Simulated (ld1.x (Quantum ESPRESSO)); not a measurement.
Cutoff test, Er (Z = 68), PAW

| Item | Value |
| --- | --- |
| Element | Er (Z = 68) |
| Generator | ld1.x (Quantum ESPRESSO) 7.5 |
| Type | PAW |
| Functional | PBE |
| Relativity | scalar-relativistic |
| Frozen core | [Kr] 4d10 4f11 |
| Valence charge | 11 |
| Reference configuration | 5s2 5p6 5d1 6s2 6p0 |
| Partial waves | 5s (bound): rcut 1.85, rcutus 2.05 bohr; 6s (bound): rcut 1.85, rcutus 2.05 bohr; 5p (bound): rcut 1.90, rcutus 2.05 bohr; 6p (bound, empty): rcut 1.90, rcutus 2.05 bohr; 5d (bound): rcut 1.60, rcutus 2.05 bohr; 5d channel at 0.4 Ry: rcut 1.60, rcutus 2.05 bohr |
| Local potential | all-electron potential smoothed inside 1.95 bohr (lloc = -1) |
| Core correction | a·sin(br)/r model core inside 1.10 bohr |
| Augmentation charge | BESSEL, radius 1.85 bohr |

The pseudo-atom Hamiltonian at the reference potential is diagonalised in spherical Bessel functions j_l(qr) that vanish at 20 bohr, with q² up to the cutoff. All-electron valence levels (Ry): 5s -4.1173, 6s -0.3244, 5p -2.1872, 6p -0.0980, 5d -0.1533.

**Question.** How do the lowest levels (Ry) of each channel move with the cutoff, and are there ghosts?

**Answer.**

```csv
cutoff (Ry),s #1,s #2,s #3,p #1,p #2,d #1,d #2,f #1,f #2,Σ f·Δε (mRy)
8,-4.0833,-0.3030,0.0008,-2.0307,-0.0812,-0.0660,0.0584,0.0972,0.2094,1143.4
10,-4.1066,-0.3108,-0.0003,-2.1160,-0.0873,-0.0955,0.0546,0.0972,0.2094,540.1
15,-4.1169,-0.3194,-0.0016,-2.1818,-0.0946,-0.1378,0.0508,0.0972,0.2093,65.1
18,-4.1172,-0.3230,-0.0021,-2.1862,-0.0960,-0.1502,0.0500,0.0972,0.2093,18.6
25,-4.1174,-0.3246,-0.0024,-2.1875,-0.0978,-0.1540,0.0498,0.0972,0.2093,3.1
30,-4.1175,-0.3247,-0.0024,-2.1876,-0.0980,-0.1542,0.0498,0.0972,0.2093,1.6
40,-4.1175,-0.3248,-0.0024,-2.1878,-0.0980,-0.1542,0.0497,0.0972,0.2093,0.4
45,-4.1176,-0.3248,-0.0024,-2.1878,-0.0980,-0.1542,0.0497,0.0972,0.2093,0.4
400,-4.1176,-0.3248,-0.0024,-2.1879,-0.0981,-0.1543,0.0497,0.0972,0.2093,0.0
```

Result: no extra level below or beside the all-electron valence levels (s, p, d, f tested); 10 mRy is reached at 21 Ry and 1 mRy at 35 Ry.

Its largest configuration-test error is -420 meV.
